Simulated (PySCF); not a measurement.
Ionising ZnN

revPBE; basis Zn def2-TZVPPD, N def2-TZVPPD; no relativity; PySCF 2.14. Neutral (UKS): quartet (σ ↑, π ↑↑), Re = 2.064 Å, ωe = 340 cm⁻¹, De = 0.46 eV, HOMO -5.11 eV, LUMO -3.92 eV.

ZnN⁺ (UKS): triplet (π ↑↑), Re = 1.957 Å, ωe = 477 cm⁻¹, De = 1.39 eV to Zn⁺ + N. The energies at the minima are -1833.88513 hartree for ZnN and -1833.57879 for ZnN⁺.

(1) Work out the adiabatic ionisation energy, without and with harmonic zero-point energies (1 hartree = 27.2114 eV, 1 eV = 8065.5 cm⁻¹), and the change of the bond length.

Weak bonds: ZnN. Basis-set superposition, not corrected here, can be much of De in a small basis, most of all at correlated wavefunction levels. For an ion De counts to the pair picked by the measured ionisation energies or electron affinities, which need not be the lowest pair at this level. States were picked by a PBE0 search and need not be the measured ground states.

Answers

(1) At revPBE: 0.30634 hartree = 8.336 eV between the minima; the zero-point term (477.0 − 340.0)/2 cm⁻¹ = +0.008 eV makes it 8.344 eV. Re changes by -10.7 pm against the neutral. The electron leaves a σ orbital, and the shorter bond of the ion fits an antibonding orbital, or a change in how ionic the bond is.
